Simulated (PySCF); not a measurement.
Coordinates in bohr (charge 0 multiplicity 2):
```
Rh    0.0000    0.0000   -0.1646
O     3.0618    0.0000    0.5295
O    -3.0618    0.0000    0.5295
```

All numbers come from UPBE0/[Rh def2-TZVP with ECP28, O def2-TZVP], scalar-relativistic core potentials, density fitting, no spin–orbit coupling, PySCF.

This geometry of RhO2 is a stationary point at this level.

(1) What is the point group?

(2) Is it a minimum?

(3) What are the dipole moment and the gap between the highest occupied and lowest empty levels of either spin?

(4) Give the atomic charges and bond orders.

## Answers

(1) C2v.

(2) Yes: all harmonic wavenumbers are real.

(3) 0.98 D and 3.10 eV.

(4) 
```csv
atom,Mulliken,Löwdin,polar tensor,spin (Mulliken),Mayer order to Rh1
Rh1,1.01,0.52,1.32,0.89,–
"O2,3",-0.51,-0.26,-0.66,0.06,1.71
```
Other Mayer orders above 0.3: O–O 0.55.

Only a few start shapes were tried, so a lower isomer may exist. Open d and f shells are described by one determinant, and the ground state may have another occupation or spin.
